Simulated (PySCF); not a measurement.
Si(F)(OH)2(SiH3) (FH5O2Si2), SMILES O[Si](O)(F)[SiH3]. Atoms are numbered in the order given.

```xyz
10

O     -1.0832    -0.9298    -1.1525
Si    -0.3939     0.1263    -0.0939
O     -0.4978     1.6456    -0.7507
F     -1.2251     0.1674     1.3110
Si     1.7713    -0.6065     0.3640
H     -1.8874    -0.6451    -1.6060
H     -0.4591     2.3995    -0.1502
H      2.4111     0.3322     1.3331
H      1.7486    -1.9730     0.9593
H      2.5768    -0.6229    -0.8906
```

Geometry: B3LYP-D3(BJ)/def2-SVP. The structure was generated by enumeration, and PubChem lists no compound with its InChIKey, so it may never have been made. One conformer was computed; it need not be the lowest.

Level of theory: PBE0/pcSseg-1 run with PySCF.

GIAO shieldings, no solvent; atoms listed in one row are averaged. δ = σ(ref) − σ: ¹⁷O against H2O (σ = 334.2 ppm); ²⁹Si against TMS (σ = 352.7 ppm); ¹⁹F against CFCl3 (σ = 167.2 ppm); ¹H against TMS (σ = 31.56 ppm), references at their B3LYP-D3(BJ)/def2-TZVP geometries, non-relativistic.

```
nucleus        atoms  count  δ (ppm)
-------  -----------  -----  -------
¹⁷O               O3      1     76.1
¹⁷O               O1      1     70.7
²⁹Si             Si2      1    -25.3
²⁹Si             Si5      1   -116.3
¹⁹F               F4      1   -116.5
¹H       H8, H9, H10      3     3.56
¹H                H6      1     2.91
¹H                H7      1     2.44
```
